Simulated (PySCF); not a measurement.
**Mo²⁺ (molybdenum, charge +2) across methods**

[Kr] 4d3 5p1, one real determinant (an excited configuration). All numbers are calculated (PySCF 2.14, scalar relativity by spin-free X2C-1e, in ANO-RCC-VTZP). The B2PLYP total includes its PT2 part (frozen core); its orbital energies are those of the SCF part.

```csv
method,E (hartree),mean ε 4p β (eV),mean ε 4d α (eV),mean ε 5p α (eV),Σ⟨r²⟩ (bohr²),⟨S²⟩
r2SCANh,-4047.03,-61.856,-27.167,-15.349,39.60,6.002
LDA,-4042.26,-60.395,-25.952,-15.195,39.41,6.000
PBE,-4046.65,-60.141,-26.013,-15.097,39.50,6.001
UHF,-4044.95225,-68.626,-32.358,-16.902,40.69,6.005
B2PLYP,-4046.51,-64.888,-29.344,-16.036,40.03,6.002
LC-wPBE,-4046.65,-65.381,-30.641,-17.543,39.49,6.001
PBE0,-4046.72,-62.618,-27.789,-15.662,39.63,6.001
```

Estimate the same row for r2SCAN.

E (hartree) = -4047.04; mean ε 4p β (eV) = -60.974; mean ε 4d α (eV) = -26.517; mean ε 5p α (eV) = -15.126; Σ⟨r²⟩ (bohr²) = 39.56; ⟨S²⟩ = 6.002.

⟨L²⟩ = 14.02 against 20 for a pure G term, so this real determinant mixes terms.
